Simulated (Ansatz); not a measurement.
Isolated molecules relaxed with PBE0-D4/def2-TZVP in Ansatz; ΔE leaves out vibrations. CCSD(T)/CBS is the MP2 limit (def2-TZVPP, def2-QZVPP) plus CCSD(T) − MP2 in def2-TZVPP, frozen cores. DFT in def2-TZVPP. B3LYP here is the variant with VWN-RPA as its local correlation; programs differ in this. For Br, Ge outer-core shells are correlated without core-valence functions, which leaves a few kJ/mol of doubt a bond. Scalar relativity is left out up to krypton. One conformer a species, not always the lowest.

`[NH2][Ge][Br]` + `OC(O)O` → `[NH2][Ge][OH]` + `OC(O)Br`  (formal exchange of groups at a Ge–Br bond)

| level | ΔE (kJ/mol) | difference from CCSD(T)/CBS |
| --- | --- | --- |
| revPBE-D4 | 72.6 | -4.7 |
| BHLYP-D4 | 91.2 | 13.9 |
| ωB97X-V | 80.1 | 2.8 |
| B2PLYP | 77.6 | 0.3 |
| revPBE | 75.3 | -2.0 |
| PBE0 | 86.6 | 9.3 |
| B3LYP | 80.6 | 3.3 |
| BHLYP | 90.6 | 13.3 |
| RPA@PBE/def2-TZVPP | 72.8 | -4.5 |
| HF/def2-SVP | 123.8 | 46.5 |
| MP2/def2-SVP | 97.7 | 20.4 |
| CCSD/def2-SVP | 104.5 | 27.2 |
| SCS-MP2/def2-TZVPP | 73.0 | -4.3 |
| CCSD/def2-TZVPP | 80.4 | 3.1 |
| CCSD(T)/def2-TZVPP | 77.0 | -0.3 |
| CCSD/CBS(def2) | 80.8 | 3.5 |
| CCSD(T)/CBS | 77.3 | 0 |

Largest T1 diagnostic among the species: 0.014.

From BLYP to BHLYP (50 % exact exchange), in def2-TZVPP and without D4, ΔE moves by +18.6 kJ/mol. Leaving LDA and LC-ωPBE aside and taking each functional with its dispersion term where it has one, the values, not all of them listed here, spread over 20.9 kJ/mol, from BLYP-D4 to BHLYP-D4. LDA lies +5.3 kJ/mol from PBE without D4.
